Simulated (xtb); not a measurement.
thionyl fluoride (F$_{2}$OS), singlet, at a GFN2-xTB geometry. Base run: GFN0-xTB (xtb).

Input for xtb:
```
$ xtb mol.xyz --gfn 0 --json

# file mol.xyz
4

O      1.36431422    -0.14953623    -0.37776966
S      0.20253837    -0.00630885     0.40783444
F     -0.66691673     1.26541662    -0.23549748
F     -0.90587522    -1.12127979    -0.15374626
```

The base run was repeated with changes; each row names its change, and settings that it needs were set with it.

```tsv
change	ΔE vs base (kcal/mol)	HOMO-LUMO gap (eV)
base	0.000	4.81
etemp = 1000	0.000	4.81
acc = 0.1	0.000	4.81
```
